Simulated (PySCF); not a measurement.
**Structure elucidation problem**

An unknown has the formula C2H10N2O2Si2. Its calculated NMR data are:

¹H NMR (400 MHz, computed): δ 5.00 (m, 1H), 4.68 (m, 1H), 3.74 (m, 1H), 3.67 (m, 1H), 3.13 (m, 1H), 3.08 (m, 1H), 1.40 (br s, 1H), 1.24 (br s, 1H), 1.04 (br s, 2H).

¹³C{¹H} NMR (computed): δ 67.1 (CH2), 64.2 (CH2).

Computational details: NMR shieldings at PBE0/pcSseg-1/GIAO, GFN2-xTB structure, in PySCF 2.14.0 with density-fitted response routines (non-relativistic Hamiltonian, averaged over atoms made equivalent by symmetry, fast rotation or ring inversion, gas phase, one computed conformer).

Referencing at the same level of theory: ¹H (31.72 ppm), ¹³C (186.93 ppm) against TMS.

Deduce the structure.

Results:


- Rings plus π bonds: 1 (1 ring in the answer).
- 2 carbon signals for 2 carbons: no two carbons are equivalent.
- Carbon types of the structure: 2 × CH2, leaving 6 H on heteroatoms.
- δC 67.1, 64.2: sp3 CH2 bonded to O and Si; deshielded by the electronegative neighbour.
- δH 5.00: hydrogen on a silicon bonded to C, N, O, in a 6-membered ring.
- δH 4.68: hydrogen on a silicon bonded to C, 2 N, in a 6-membered ring.
- δH 3.74, 3.67, 3.13, 3.08: hydrogen on an sp3 CH2 bonded to O and Si; its carbon carries O, which withdraws density.
- δH 1.40: hydrogen on an oxygen bonded to Si; exchangeable, gas-phase position.
- δH 1.24: hydrogen on a nitrogen bonded to 2 Si, in a 6-membered ring; exchangeable; this is the value without hydrogen bonding to other molecules.
- δH 1.04: hydrogen on a nitrogen bonded to Si; labile proton, position sensitive to the medium.

The compound is `N[Si@@H]1COC[Si@@H](O)N1`.

The shifts were computed for this structure.

The OH or NH signal is concentration- and solvent-dependent in practice; the value given is the gas-phase one. Shifts are as computed. Against solution values, carbons near 30 ppm lie about +3 ppm off and those near 130 ppm about +5 ppm. Of 1211 compounds with measured shifts, 218 miss one by over three times the rms of a fit or turn the order of signals round; such compounds aren't used in these exercises. No couplings were computed; multiplicities are counted from neighbouring protons, with m where these are inequivalent, close in shift, in a saturated or five-membered ring or joined by F or P, and br s for small geminal =CH2 splittings.
